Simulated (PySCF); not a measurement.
Compound: C5H4F4O.
Cartesian coordinates in Å at the GFN2-xTB level; atoms count from 1:
```
atom  x, y, z in Å
C1    -0.0721    1.5910   -0.6083
C2     0.1824    0.3479   -0.1965
O3    -0.6894   -0.5059    0.4084
C4    -1.9858   -0.0495    0.6313
F5    -2.6510   -1.0539    1.2356
C6     1.5061   -0.2559   -0.3662
F7     2.4287    0.5242   -0.9601
C8     1.8872   -1.4828    0.0020
F9     3.1070   -1.9613   -0.1853
F10    1.1244   -2.3777    0.5923
H11    0.7032    2.1685   -1.0743
H12   -1.0305    2.0602   -0.4989
H13   -2.5082    0.1760   -0.3137
H14   -2.0025    0.8187    1.3116
```

A PySCF run (density fitting, gas phase, GFN2-xTB geometry) gave HOMO -5.99 eV, LUMO -2.00 eV, dipole 2.72 D and E = -661.176 Eh.

Question: Which of these levels was it?
A. PBE0/pcSseg-1
B. WP04/pcSseg-1
C. PBE0/def2-SVPD
D. LDA/pcSseg-0

Answer: D. It is LDA/pcSseg-0. All candidates on this geometry:

```json
{"level and settings": "LDA/pcSseg-0, energy threshold 1e-11 Eh", "kind": "LDA", "basis functions": "98", "SCF cycles": "15", "E (Eh)": "-661.1760", "HOMO (eV)": "-5.99", "LUMO (eV)": "-2.00", "dipole (D)": "2.72"}
{"level and settings": "WP04/pcSseg-1", "kind": "global hybrid fitted to proton shifts", "basis functions": "190", "SCF cycles": "15", "E (Eh)": "-680.1372", "HOMO (eV)": "-8.35", "LUMO (eV)": "-3.34", "dipole (D)": "2.96"}
{"level and settings": "PBE0/def2-SVPD", "kind": "global hybrid", "basis functions": "247", "SCF cycles": "15", "E (Eh)": "-666.3124", "HOMO (eV)": "-7.13", "LUMO (eV)": "-1.10", "dipole (D)": "2.54"}
{"level and settings": "PBE0/pcSseg-1", "kind": "global hybrid", "basis functions": "190", "SCF cycles": "15", "E (Eh)": "-666.7103", "HOMO (eV)": "-7.03", "LUMO (eV)": "-0.97", "dipole (D)": "2.47"}
```

The nearest other candidate, by the summed differences of HOMO and LUMO, is PBE0/def2-SVPD: its HOMO differs by -1.14 eV and its LUMO by +0.90 eV. Cycle counts include a coarse-grid stage where the run had one. WP04 was designed for NMR shieldings or shifts; total energies of different functionals aren't comparable.
